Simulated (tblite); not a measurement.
C₆H₁₂NOPSi.
Atom-mapped SMILES: `[CH3:1][C:2]1=[CH:3][P@:4](=[NH:5])([CH2:6][OH:7])[CH:8]=[C:9]1[SiH3:10]` (hydrogens: H11, H12, H13 on C1; H14 on C3; H15 on N5; H16, H17 on C6; H18 on O7; H19 on C8; H20, H21, H22 on Si10)

Computed geometry: GFN2-xTB, gas phase.

Task: What internal coordinates does the optimisation give?

Result: 
```
                        bond  length (bohr)
                       C1–C2          2.814
                       C2=C3          2.535
                       C3–P4          3.426
                       P4=N5          2.960
                       P4–C6          3.492
                       C6–O7          2.622
                       P4–C8          3.438
                       C8=C9          2.539
                     C9–Si10          3.563
                       C2–C9          2.783
      C1–H11, C1–H12, C1–H13          2.057
                      C3–H14          2.036
                      N5–H15          1.910
                      C6–H16          2.085
                      C6–H17          2.068
                      O7–H18          1.838
                      C8–H19          2.036
Si10–H20, Si10–H21, Si10–H22          2.767
```

Bonds in one row agree within 0.02 bohr and their mean is given. A selection of angles:
```
       angle  degrees
   C2–C1–H11    110.0
   C2–C1–H12    111.0
  H11–C1–H12    108.9
  H11–C1–H13    107.6
    C1–C2–C3    125.1
    C1–C2–C9    120.1
    C3–C2–C9    114.8
    C2–C3–P4    110.5
   C2–C3–H14    125.4
   P4–C3–H14    124.0
    C3–P4–N5    124.4
    C3–P4–C6    106.9
    C3–P4–C8     90.2
    N5–P4–C6    102.7
    N5–P4–C8    122.8
    C6–P4–C8    108.6
   P4–N5–H15    115.0
    P4–C6–O7    108.9
   P4–C6–H16    107.1
   P4–C6–H17    111.0
   O7–C6–H16    111.7
   O7–C6–H17    109.1
  H16–C6–H17    109.0
   C6–O7–H18    106.3
    P4–C8–C9    111.0
   P4–C8–H19    123.5
   C9–C8–H19    125.5
  C8–C9–Si10    123.3
    C2–C9–C8    113.5
  C2–C9–Si10    123.1
 C9–Si10–H20    108.2
 C9–Si10–H21    109.1
H20–Si10–H21    110.5
H20–Si10–H22    110.4
```

Dihedral angles: C1–C2–C3–P4 179° (antiperiplanar); C2–C3–P4–N5 -129° (anticlinal); C3–P4–C6–O7 172° (antiperiplanar); C3–P4–C8–C9 -2° (synperiplanar); P4–C8–C9–Si10 -179° (antiperiplanar); C1–C2–C9–C8 180° (antiperiplanar); H15–N5–P4–C3 57° (synclinal); H18–O7–C6–P4 -37° (synclinal).

N5 (nitrogen bonded to P and H) is bent (angle 115.0°). The C–P distances run from 1.813 Å (C3–P4, drawn single) to 1.848 Å (P4–C6, drawn single), a spread of 0.035 Å. The C–C distances run from 1.341 Å (C2=C3, drawn double) to 1.489 Å (C1–C2, drawn single), a spread of 0.148 Å. P4 (phosphorus bonded to 3 C and N) has angles from 90.2° to 124.4°. Si10 (SiH3 silicon) is tetrahedral (angles from 108.2° to 110.5°). Of the pairs four or more bonds apart, those above aside, Si10···H13 is among the closest relative to their van der Waals radii: 3.09 Å, 94 % of the sum of Bondi's values. The 5-membered ring C2–C3–P4–C8–C9 has internal angles of 90.2° to 114.8° (sum 540°, against 540° for a flat polygon); it is almost planar, 0.01 Å rms from its mean plane, widest ring torsion 2°.

Point group: C1 (no symmetry element, even within 0.4 Å). Its GFN2-xTB frequencies are all real (lowest 44 cm⁻¹). The numbers are those of one conformer (C3–P4–C6–O7 172°, P4–C6–O7–H -37°).
